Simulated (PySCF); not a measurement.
## One molecule, many functionals

CH5F3GeSi.
Bonds: F1–C2, C2–F3, C2–F4, C2–Ge5, Ge5–Si6. Hydrogens: H7, H8 on Ge5; H9, H10, H11 on Si6.

Linear-response calculations in the def2-SVPD basis (PySCF; singlets by full response, triplets Tamm–Dancoff, core orbitals frozen in the response; HF means time-dependent Hartree–Fock). 'Strongest' is the level of largest summed f among the singlets computed (10 roots, of which the last may lack a degenerate partner); it can jump between rows when another state enters that window. S1 is the lowest singlet of each run and needn't be the same state throughout; f(S1) is that of one state. Geometry: PBE0-D3(BJ)/def2-SVP; no solvent, vibrations or thermal averaging. The LDA/def2-SVPD calculation is non-relativistic and has no spin–orbit coupling, an omission that weighs most on germanium.

```csv
functional,kind,S1 (eV),f(S1),strongest (eV),T1 (eV),HOMO (eV),gap (eV),"ionisation energy, ΔSCF (eV)"
LDA,LDA,6.84,0.041,7.36,6.17,-7.64,6.42,10.51
PBE,GGA,6.87,0.037,7.42,6.11,-7.52,6.50,10.33
B3LYP,"global hybrid, 20% exact exchange",7.23,0.042,7.97,6.40,-8.52,8.06,10.69
PBE0,"global hybrid, 25% exact exchange",7.33,0.039,8.16,6.38,-8.72,8.48,10.69
BHandHLYP,"global hybrid, 50% exact exchange",7.58,0.041,8.31,6.65,-9.81,10.32,10.88
CAM-B3LYP,range-separated hybrid,7.41,0.034,8.11,6.55,-10.02,10.66,10.86
wB97X-D,range-separated hybrid,7.46,0.032,8.24,6.64,-10.52,11.97,10.79
LC-wPBE,range-separated hybrid,7.66,0.035,8.66,6.63,-11.31,13.02,10.96
HF,Hartree–Fock,8.03,0.052,9.05,6.75,-11.46,13.56,not settled
```

S1 runs from 6.84 eV (LDA) to 8.03 eV (HF), a spread of 1.19 eV, while the orbital gap spreads over 7.1 eV. Along PBE (0%), B3LYP (20%), PBE0 (25%), BHandHLYP (50%), HF (100%) S1 rises with the share of exact exchange. −ε(HOMO) comes closest to its own ΔSCF ionisation energy with wB97X-D (-0.27 eV) and misses most with LDA (-2.87 eV). 'Not settled' means that the ion's SCF failed to converge or may have ended in another state than the lowest.

Without π bonds the low states are Rydberg-like; a valence basis with one diffuse set may place them up to an eV too high.
